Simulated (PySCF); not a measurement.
Geometries of 2 isomers of C2H5BrOSi, from PySCF, PBE0-D3(BJ)/def2-SVP geometry optimisation, gas phase. One conformer each, no zero-point energy, no frequencies.

Problem. Which is lower in electronic energy at this level?
A.
```xyz
10
angstrom
O     -1.825    0.206   -1.242
C     -1.662    0.338   -0.053
Si     0.079    0.029    0.729
C      1.191   -0.473   -0.705
Br     2.992   -0.827   -0.066
H     -2.529    0.642    0.599
H      0.564    1.282    1.379
H     -0.017   -1.056    1.749
H      0.826   -1.386   -1.196
H      1.255    0.320   -1.462
```
B.
```xyz
10
angstrom
Si     1.607   -0.440   -0.207
O      0.013   -0.987   -0.111
C     -1.184   -0.467    0.149
C     -1.577    0.812    0.168
Br    -0.456    2.273   -0.199
H      2.391   -1.705   -0.245
H      1.854    0.332   -1.454
H      1.974    0.346    1.003
H     -1.941   -1.230    0.365
H     -2.608    1.076    0.397
```

Solution. B. That is `[SiH3]O/C=C\Br`, 12.7 kcal/mol below the other.

```json
{"SMILES": "[SiH3]O/C=C\\Br", "atoms numbered as above": "[SiH3:1][O:2]/[CH:3]=[CH:4]\\[Br:5]", "E (Eh)": "-3016.97871", "relative (kcal/mol)": "0.0", "relative (kJ/mol)": "0.0", "dipole (D)": "0.65"}
{"SMILES": "O=C[SiH2]CBr", "atoms numbered as above": "[O:1]=[CH:2][SiH2:3][CH2:4][Br:5]", "E (Eh)": "-3016.95845", "relative (kcal/mol)": "12.7", "relative (kJ/mol)": "53.2", "dipole (D)": "1.47"}
```

As drawn, the lower has an Si–O bond and a C=C bond outside aromatic rings, which the higher lacks; the higher has a C=O bond and an Si–C bond, which the lower lacks.
